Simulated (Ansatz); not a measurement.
```yaml
crystal:
  periodic: [false, false, false]
  atoms:
    - {symbol: N, position_ang: [0.045339, -0.407454, 0.207702]}
    - {symbol: Al, position_ang: [1.672800, 1.278385, 0.463903]}
    - {symbol: Al, position_ang: [-0.892777, 1.493731, 0.084573]}
    - {symbol: Al, position_ang: [1.555974, -0.812060, -1.340249]}
    - {symbol: Al, position_ang: [-0.937762, 0.131114, -1.859366]}
    - {symbol: Al, position_ang: [0.213258, -0.455980, 2.095446]}
    - {symbol: Al, position_ang: [-1.681412, -1.198498, 0.354170]}
basis:
  gaussian: {orbitals: def2-mTZVP}
total_charge: -1
hamiltonian: {xc: {name: PBE-QIDH}, pseudopotentials: {relativity: none}}
accuracy: high
output: {forces: true}
```

```sh
$ ansatz run in.yaml --threads 4 --pin off --events-out ev --progress --plain --max-ram 4787MiB
```

Output, abridged:

```
Functional definition: PBE-QIDH
3088 factors; integrals over basis functions are off by at most 3.3e-9 eV
mean field evaluation 1: about -41029.6982 eV, gradient 3.3e1 eV
mean field evaluation 2: about -41029.8881 eV, gradient 3.3e1 eV
mean field evaluation 4: about -41032.3163 eV, gradient 5.1e0 eV
mean field evaluation 8: about -41032.4200 eV, gradient 6.4e-1 eV
mean field evaluation 16: about -41032.4231 eV, gradient 7.7e-3 eV
mean field evaluation 32: about -41032.4231 eV, gradient 1.6e-6 eV
mean field -41032.42306991 eV, -1507.9137350441 hartree, gradient 9.3e-8 eV, S^2 0.000000; 0 other end points of the search recorded, 0 dependent functions left out; unrestricted orbitals would lower it
31 core orbitals not correlated: weight in the atoms' cores, before any rotation towards them, 1.000 or more for the frozen orbitals, at most 0.000 for the correlated occupied ones
reference -41032.42307076 eV, -1507.9137350752 hartree; 12, 12 occupied and 108, 108 virtual orbitals, 3088 factors
second order -18.69676978 eV of doubles, -0.00000000 eV of singles
Total energy: -41038.65532736 eV, -1508.1427662806 hartree
Atom 0 at     0.045339    -0.407454     0.207702 Å, force     0.680352     0.290252    -1.144429 eV/Å
Atom 1 at     1.672800     1.278385     0.463903 Å, force    -0.534794    -0.637683    -0.065305 eV/Å
Atom 2 at    -0.892777     1.493731     0.084573 Å, force     0.328528     1.092468     0.964892 eV/Å
Atom 3 at     1.555974    -0.812060    -1.340249 Å, force    -0.988827     0.547959     0.956961 eV/Å
Atom 4 at    -0.937762     0.131114    -1.859366 Å, force     0.308279    -1.046393    -0.622576 eV/Å
Atom 5 at     0.213258    -0.455980     2.095446 Å, force     0.384716     0.101250     0.113617 eV/Å
Atom 6 at    -1.681412    -1.198498     0.354170 Å, force    -0.178253    -0.347853    -0.203159 eV/Å
Dipole moment:     0.058623     0.006610    -0.200145 e Å
```

Run time 39 s (4 threads of Arm Neoverse V2 on a shared host), peak host memory 0.88 GiB.

Correlated methods freeze 31 core orbitals. The highest occupied level of an anion often lies above zero with these methods, and sets without diffuse functions describe the outer electron poorly. The restricted singlet is unstable: a solution with broken spin symmetry lies lower.

The dipole of an ion depends on the origin.
